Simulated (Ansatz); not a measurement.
Basis-set extrapolation for CH6N2OSi (`N/C(O)=N\[SiH3]`) (PBE0-D4/def2-TZVP geometry, frozen core, Ansatz 0.2.0). Multiplicity 1, RHF reference.

```tsv
	def2-TZVPP	def2-QZVPP
HF	-514.197459	-514.217136
MP2 correlation	-0.929380	-0.998098
CCSD(T) correlation	-1.000022	not run
```

Energies in hartree. Use E(X) = E(∞) + A·exp(−7.88·√X) for Hartree–Fock and E(X) = E(∞) + B·X^(−2.97) for correlation, with X = 3 and 4, and add CCSD(T) minus MP2 of the smaller set to the MP2 limit.

Problem. What is the CCSD(T) energy at the basis-set limit?

Solution. HF limit: -514.217136 + (-0.019677) × 0.13774 = -514.21985. MP2 limit: -0.998098 + (-0.068718) × 0.74074 = -1.04900. Higher-order term: -1.000022 − (-0.929380) = -0.07064. Total: -515.33949 hartree, 3.86 eV below CCSD(T)/def2-TZVPP.
